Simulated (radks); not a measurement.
Q: These are the eigenvalues of the occupied orbitals of an atom or ion with whole-number occupations (eV). All-electron calculation, non-relativistic Kohn-Sham, LDA (Slater exchange, Perdew-Wang correlation), spin-unpolarised, spherical densities, point nucleus. Program: a radial shooting solver on a logarithmic mesh with Libxc functionals.

orbital  eigenvalue
1s        -51746.52
2s        -10810.24
2p        -10476.92
3s        -4278.935
3p        -4151.687

Which element is it, and in what charge state? The configuration may be excited.

A: Z = 65, terbium, charge +48: Tb48+ in [Ne] 3s2 3p5. The list shows which subshells hold electrons but not how many an open one holds; the 1s level, -1901.6 hartree, gives Z - s = 61.7 by -(Z - s)^2/2, which with screening narrows Z to a few neighbours, and the depths of the outer levels then fix element, charge and occupations together.
